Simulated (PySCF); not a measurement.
Co⁺: excitation energy

Co⁺ [Ar] 3d8 (3F) → Co⁺ [Ar] 3d7 4s1 (5F), as a difference of total energies. Computed with PySCF 2.14 in aug-cc-pwCVTZ-DK (10s9p7d4f3g, 127 functions), with scalar relativity by spin-free X2C-1e. Correlated levels: valence: [Ar] frozen; valence and next inner shell: [Ne] frozen; nothing frozen. The calculations carry no spin-orbit coupling.

```
                                method  excitation energy (eV)
                                   UHF                  -1.518
                                   LDA                   0.731
                                   PBE                   0.538
                                  PBE0                   0.209
                                r2SCAN                   0.186
                               wB97M-V                   0.620
                                 TPSSh                   0.276
                             BHandHLYP                  -0.093
                         MP2 (valence)                   0.572
                     SCS-MP2 (valence)                   0.717
    MP2 (valence and next inner shell)                   1.020
SCS-MP2 (valence and next inner shell)                   0.971
                   MP2 (all electrons)                   1.035
               SCS-MP2 (all electrons)                   0.977
```

How much does correlation contribute at MP2 (all electrons)?

1.035 − (-1.518) = 2.553 eV, measured against UHF.

Errors of the correlated levels include the incompleteness of this basis and the frozen core.

For comparison: 0.429 eV (measured; NIST levels, between the centres of gravity of the two terms).
